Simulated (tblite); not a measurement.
C6H14P2.
SMILES with atom numbers: `[PH2:1][P:2]1[CH2:3][CH2:4][CH2:5][CH2:6][CH2:7][CH2:8]1` (hydrogens: H9, H10 on P1; H11, H12 on C3; H13, H14 on C4; H15, H16 on C5; H17, H18 on C6; H19, H20 on C7; H21, H22 on C8)

Cartesian coordinates in Å at the GFN2-xTB level; atoms count from 1:
```xyz
22
C6H14P2 angstrom
P      3.124   -0.820    0.665
P      1.348   -0.427   -0.528
C      0.984    1.251    0.209
C     -0.328    1.868   -0.261
C     -1.569    1.036    0.066
C     -1.680   -0.239   -0.779
C     -1.228   -1.518   -0.075
C      0.175   -1.428    0.524
H      3.948   -0.090   -0.188
H      3.399   -2.009   -0.007
H      1.811    1.908   -0.083
H      0.994    1.167    1.301
H     -0.428    2.849    0.212
H     -0.286    2.028   -1.341
H     -2.444    1.663   -0.121
H     -1.576    0.784    1.128
H     -2.717   -0.380   -1.093
H     -1.083   -0.114   -1.687
H     -1.256   -2.328   -0.808
H     -1.936   -1.770    0.719
H      0.145   -0.980    1.521
H      0.593   -2.434    0.629
```

Computed with GFN2-xTB (tblite): harmonic, unscaled wavenumbers at the GFN2-xTB geometry, gas phase. Against measured fundamentals such values can be off by several per cent, at times by over 20. Modes of hydrogen on phosphorus can be 10 to 20 % off. One conformer, not necessarily the lowest.

Harmonic wavenumbers (cm⁻¹): 104.9, 132.9, 143.3, 156.7, 182.2, 233.1, 263.7, 303.0, 356.7, 455.1, 475.6, 530.7, 656.6, 679.4, 719.9, 763.2, 769.5, 800.6, 828.1, 872.6, 937.8, 950.3, 986.1, 1034.3, 1046.7, 1103.3, 1120.1, 1126.9, 1147.9, 1163.8, 1186.0, 1208.4, 1238.3, 1253.4, 1268.3, 1284.6, 1341.1, 1348.2, 1352.7, 1367.7, 1438.7, 1449.4, 1478.3, 1489.0, 1491.1, 1498.5, 2258.5, 2322.7, 2914.4, 2926.2, 2929.4, 2941.4, 2947.3, 2949.1, 2960.2, 2963.8, 2971.1, 2976.4, 2982.3, 2990.9.

A = 2451, B = 982.3, C = 779.5 MHz; mass 148.057 u (most abundant isotopes); point group C1, symmetry number 1.

Task: Zero-point energy?

Result: ½Σν̃ = 40886 cm⁻¹ = 489.11 kJ/mol.

Task: What is S at 350 K and 1 bar for an ideal gas of classical rigid rotors and harmonic oscillators?

Result: Translation 174.52, rotation 125.54, vibration 128.34: S = 428.4 J/(mol K).

Task: And Cp and H(350 K) − H(0)?

Result: Cp = 189.94 J/(mol K), of which vibrations give 156.68 (their classical limit is 60 R = 498.9); H(350 K) − H(0) = 37.29 kJ/mol without the zero-point energy, 25.65 from vibrations.

Task: Blend soft modes into free rotors: weight 1/[1 + (100 cm⁻¹/ν̃)⁴] for the oscillator and the rest for a rotor with moment μB/(μ + B), μ = h/(8π²ν), B = 10⁻⁴⁴ kg m². What vibrational entropy results?

Result: 125.98 J/(mol K) in place of 128.34, which changes −T·S at 350 K by +0.83 kJ/mol.

Task: Which modes carry the vibrational entropy at 350 K?

Result: 104.9 cm⁻¹: 15.37; 132.9 cm⁻¹: 13.44; 143.3 cm⁻¹: 12.83; 156.7 cm⁻¹: 12.11; 182.2 cm⁻¹: 10.91; 233.1 cm⁻¹: 8.98 J/(mol K); the other 54 give 54.69 together.

Task: What must be added to the electronic energy to get the Gibbs energy at 350 K and 1 bar?

Result: ZPE + [H(350 K) − H(0)] − T·S = 489.11 + 37.29 − 149.94 = 376.46 kJ/mol.

Task: How do the functions run with temperature in this model?

Result: 
| T (K) | S (J/(mol K)) | Cp (J/(mol K)) | H − H(0) (kJ/mol) | G − H(0) (kJ/mol) | ln q(vib) |
| --- | --- | --- | --- | --- | --- |
| 150 | 314.6 | 95.3 | 9.10 | -38.09 | 1.84 |
| 250 | 373.4 | 140.0 | 20.80 | -72.55 | 4.16 |
| 298.15 | 400.1 | 163.9 | 28.11 | -91.17 | 5.33 |
| 400 | 455.4 | 214.2 | 47.40 | -134.75 | 7.89 |
| 600 | 558.3 | 294.5 | 98.73 | -236.27 | 13.12 |
| 900 | 693.9 | 373.0 | 199.84 | -424.68 | 20.89 |

q(vib) and H(0) count from the zero-point level.

Hindered rotation and anharmonicity are outside this model. Other conformers, if any are populated, would add a mixing term that is left out. The structure is chiral; the term R ln 2 for an equal mix with its mirror image is left out.
